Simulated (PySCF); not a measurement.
## Dipole response of F²⁺ (fluorine, charge +2)

[He] 2s2 2p3, high-spin 4S determinant. Computed with PySCF 2.14 in aug-cc-pVQZ with one added diffuse shell each of s, p, d, f, g type (7s6p5d4f3g, 105 functions), with the non-relativistic Hamiltonian (point nucleus). Coupled (time-dependent) response in atomic units; α is the mean over directions.

| method | mean α (bohr³) | C₆ (like pair) | S(−4) |
| --- | --- | --- | --- |
| UHF | 1.273 | 1.561 | 1.564 |
| PBE | 1.252 | 1.595 | 1.274 |
| PBE0 | 1.246 | 1.572 | 1.301 |
| TPSS | 1.265 | 1.621 | 1.291 |
| wB97X-V | 1.220 | 1.557 | 1.143 |

S(−4) is the Cauchy moment in α(ω) = α(0) + S(−4) ω² + …

α(iu) at wB97X-V:

```tsv
u (hartree)	α(iu) (bohr³)
0	1.220
0.0500	1.217
0.100	1.208
0.200	1.177
0.300	1.130
0.500	1.015
0.750	0.8724
1.00	0.7508
1.50	0.5673
2.00	0.4394
3.00	0.2805
5.00	0.1386
```

For an ion, C₆ is the dispersion term alone; charge-induced terms of lower order in 1/R come first.
